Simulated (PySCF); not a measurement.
C3H7FOSi, SMILES C(=C)C[Si@H](O)F.

Geometry: ωB97X-D3(BJ)/def2-SVP. The structure was generated by enumeration; whether it is a known compound was not checked. One conformer was computed; it need not be the lowest.

Level of theory: M06-2X/def2-TZVP (PySCF).

Isolated molecule, no solvent.

* **total energy**: -583.19002 hartree
* **highest occupied level**: -8.46 eV
* **lowest empty level**: 0.79 eV
* **orbital gap**: 9.25 eV
* **dipole moment**: 1.38 D
* **quadrupole, principal values (traceless, Buckingham form, about the centre of nuclear charge)**: -6.13, -1.23, 7.36 D·Å
* **mean static polarisability**: 61.5 bohr³ (9.11 Å³)
* **polarisability, principal values**: 52.0, 56.7, 75.7 bohr³
